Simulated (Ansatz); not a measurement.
How methods differ on TlBr (SMILES [Br][Tl])

TlBr: 2 atoms, total charge 0, spin state singlet. As SMILES, `[Br][Tl]`. Geometry: the measured bond length. The run starts from this shape.

| atom | x (Å) | y (Å) | z (Å) |
| --- | --- | --- | --- |
| Br | 0.0000 | 0.0000 | 0.0000 |
| Tl | 0.0000 | 0.0000 | 2.6182 |

Quantity: the adiabatic ionisation energy (to the doublet cation, no zero-point term), in eV. The values are calculated.

```tsv
level	kind	program	value (eV)	CPU time (all runs)
SVWN5/def2-TZVP (core potential)	LDA	Ansatz	9.71	19 s
PBE-D3(BJ)/def2-TZVP (core potential)	GGA	Ansatz	9.39	55 s
r2SCAN/def2-TZVP (core potential)	meta-GGA	Ansatz	9.46	2.1 min
B3LYP-D4/def2-TZVP (core potential)	global hybrid	Ansatz	9.18	2.5 min
wB97X-V/def2-TZVP (core potential)	range-separated hybrid	Ansatz	9.11	4.9 min
```

Spin-orbit coupling, which can split open shells on such heavy atoms by tenths of an eV, is left out. The values span 9.11 to 9.71 eV. CPU times are rough (shared hosts, several kinds of processor): they show what a rung costs within a factor of a few.
